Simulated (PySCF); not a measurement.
Energy of Re⁺ (rhenium, charge +1) between two integer charges

The 6s alpha orbital of [Xe] 4f14 5d5 6s1 is emptied in steps (occupation f), with all orbitals relaxed, ending at [Xe] 4f14 5d5. Calculation: PySCF 2.14, in def2-SVP with the def2 core potential (60 electrons) (6s3p2d1f, 32 functions); scalar relativity through the core potential. The exact energy is a straight line in f; departures are measured from the line between the end points of the same method.

Problem. Among BHandHLYP, wB97X, M06-2X, which shows the largest delocalisation error (convex curve), and which is closest to linear?

Solution. Most convex: BHandHLYP (-0.417 eV at f = 0.5); closest to linear: wB97X (-0.075 eV).

| f | BHandHLYP (eV) | wB97X (eV) | M06-2X (eV) |
| --- | --- | --- | --- |
| 1 | 0.000 | 0.000 | 0.000 |
| 0.9 | -0.150 | -0.028 | -0.119 |
| 0.7 | -0.350 | -0.065 | -0.282 |
| 0.5 | -0.417 | -0.075 | -0.340 |
| 0.3 | -0.351 | -0.062 | -0.286 |
| 0.1 | -0.150 | -0.026 | -0.123 |
| 0 | 0.000 | 0.000 | 0.000 |

| method | E(f=0) − E(f=1) (eV) | −ε at f=1 (eV) | −ε at f=0.5 (eV) |
| --- | --- | --- | --- |
| BHandHLYP | 16.275 | 14.615 | 16.272 |
| wB97X | 16.043 | 15.728 | 16.053 |
| M06-2X | 16.678 | 15.368 | 16.666 |

Reference removal energy between the ground levels: 16.6 ± 0.5 eV (semi-empirical (NIST evaluation); NIST Atomic Spectra Database, ionization energies).
